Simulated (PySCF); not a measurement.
## C₆ coefficients of unlike pairs at UHF

Calculated with PySCF 2.14 from the dipole response of each species, C₆(A,B) = (3/π) ∫ α_A(iu) α_B(iu) du, in atomic units, from isotropic polarisabilities. For ions this is the dispersion term alone; charge-induced terms of lower order in 1/R come first.

```json
{"species": "B", "configuration": "[He] 2s2 2p1 (2P)", "basis": "aug-cc-pVTZ with one added diffuse shell each of s, p, d, f type (6s5p4d3f)", "relativity": "none", "α (bohr³)": "22.18", "C₆ (like pair)": "106.2"}
{"species": "Cl", "configuration": "[Ne] 3s2 3p5 (2P)", "basis": "x2c-TZVPPall with one added diffuse shell each of s, p, d type (6s6p4d1f)", "relativity": "spin-free X2C", "α (bohr³)": "14.16", "C₆ (like pair)": "89.20"}
{"species": "Cl²⁺", "configuration": "[Ne] 3s2 3p3 (4S)", "basis": "x2c-QZVPPall with one added diffuse shell each of s, p, d, f type (10s7p5d3f1g)", "relativity": "spin-free X2C", "α (bohr³)": "5.941", "C₆ (like pair)": "21.14"}
{"species": "Ni²⁺", "configuration": "[Ar] 3d8 (3F)", "basis": "aug-cc-pwCVTZ-DK (10s9p7d4f3g)", "relativity": "spin-free X2C", "α (bohr³)": "2.665", "C₆ (like pair)": "7.357"}
```

Task: Estimate C₆ for Ni²⁺ with Cl²⁺.

Result: The integral gives 11.82. The combination rule 2 C_A C_B / (C_A α_B/α_A + C_B α_A/α_B) gives 12.02 and the geometric mean 12.47.

No spin-orbit coupling is included.

The other pairs:

```csv
pair,C₆
"Ni²⁺, Cl",23.14
"Ni²⁺, B",21.41
"Cl²⁺, Cl",43.00
"Cl²⁺, B",42.67
"Cl, B",92.36
```
